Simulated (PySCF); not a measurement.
An unknown is described by computed data only.

Formula: C8H6OSi.

| Item | Value |
| --- | --- |
| Rotational structure | rotational constants A, B, C: 2.692, 0.291, 0.264 GHz [GFN2-xTB] |
| Dipole | 5.21 D [PBE0/pcSseg-1] |
| NMR, other nuclei | isotropic shieldings of nuclei other than C and H, by class: -434 (1 O), 442 (1 Si) ppm [GIAO PBE0/pcSseg-1] |
| 13C NMR | chemical shifts (computed TMS as zero) by class: 181.1 (1 C), 116.2 (1 C), 103.1 (1 C), 95.6 (1 C), 89.8 (1 C), 77.3 (1 C), 75.3 (1 C), 6.2 (1 C) ppm [GIAO PBE0/pcSseg-1] |
| 1H NMR | chemical shifts (computed TMS as zero) by class: 9.59 (1 H), 4.84 (2 H), 2.16 (3 H) ppm [GIAO PBE0/pcSseg-1] |

The electronic properties come from PySCF, for the isolated species, density fitting. Levels stand in brackets. Geometry: GFN2-xTB; no solvent, vibrations or thermal averaging. NMR values are class means; diastereotopic atoms form classes of their own.

Question: What is the compound? Reason from the data.

Answer: Numbering: `[CH3:1][C:2]#[C:3][SiH2:4][C:5]#[C:6][C:7]#[C:8][CH:9]=[O:10]`. Its formula, C8H6OSi, gives 7 degrees of unsaturation: 0 rings and 7 π bonds in the structure found. 8 carbons fall into 8 classes; from least to most shielded: aldehyde carbon [C9] (181.1 ppm), alkyne carbon [C2] (116.2 ppm), alkyne carbon [C5] (103.1 ppm), alkyne carbon [C6] (95.6 ppm), alkyne carbon [C7] (89.8 ppm), alkyne carbon [C3] (77.3 ppm), alkyne carbon [C8] (75.3 ppm), propargylic carbon [C1] (6.2 ppm). Hydrogen classes from least to most shielded: 1 H on an aldehyde carbon, C9 (9.59 ppm), 2 H on an SiH2 silicon, Si4 (4.84 ppm), 3 H on a propargylic carbon, C1 (2.16 ppm). The other shieldings belong to: -434 ppm, aldehyde oxygen [O10]; 442 ppm, SiH2 silicon [Si4]. The optimised geometry has point group Cs and is an asymmetric top. Structure: `CC#C[SiH2]C#CC#CC=O`. The assignments are read from this structure; whether some other isomer fits the data as well wasn't checked.
